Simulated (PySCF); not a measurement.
Identify the compound

The spectra below were simulated for a compound C2H8N2Si2.

1H NMR (400 MHz, computed): δ 4.96 (d, 1H), 4.81 (s, 3H), 1.91 (d, 1H), 0.53 (br s, 2H), -0.25 (br s, 1H).

13C{1H} NMR (computed): δ 99.5 (CH), 92.6 (C).

[PySCF 2.14: structure optimised with GFN2-xTB; shieldings: GIAO PBE0/pcSseg-1; non-relativistic Hamiltonian; one conformer; in vacuum; equivalent nuclei averaged]

Referencing at the same level of theory: 1H (σ = 31.72 ppm), 13C (σ = 186.93 ppm) vs TMS.

Choose the structure that fits.
A. N#C[C@H]([SiH3])[SiH2]N
B. C#C[Si@H](N)N[SiH3]
C. C[SiH2][Si@@H](N)C#N

Results:

B. 

- The formula gives 2 degrees of unsaturation (no ring in the answer).
- 2 carbon signals for 2 carbons: no two carbons are equivalent.
- Carbon types of the structure: 1 × C, 1 × CH, leaving 7 H on heteroatoms.
- δC 99.5: terminal alkyne carbon; the triple bond shields along its axis, which puts it between sp3 and sp2 carbons.
- δC 92.6: alkyne carbon; the triple bond shields along its axis, which puts it between sp3 and sp2 carbons.
- δH 1.91: hydrogen on a terminal alkyne carbon; it lies on the axis of the triple bond, in its shielding cone.
- δH 0.53: hydrogen on a nitrogen bonded to Si; exchangeable; this is the value without hydrogen bonding to other molecules.
- δH -0.25: hydrogen on a nitrogen bonded to 2 Si; exchangeable, gas-phase position.

The others: C[SiH2][Si@@H](N)C#N would give 4 signals for carbon-bound and other non-exchanging H, not 3; N#C[C@H]([SiH3])[SiH2]N would give 4 signals for carbon-bound and other non-exchanging H, not 3.

OH and NH positions are those of a molecule without intermolecular hydrogen bonds; in solution they move with solvent, concentration and temperature, and exchange usually removes their couplings. Shifts are as computed. Against solution values, carbons near 30 ppm lie about +3 ppm off and those near 130 ppm about +5 ppm. Of 1309 compounds with measured shifts, 239 miss one by over three times the rms of a fit or turn the order of signals round; such compounds aren't used in these exercises. No couplings were computed; multiplicities are counted from neighbouring protons, with m where these are inequivalent, close in shift, in a saturated or five-membered ring or joined by F or P, and br s for small geminal =CH2 splittings.
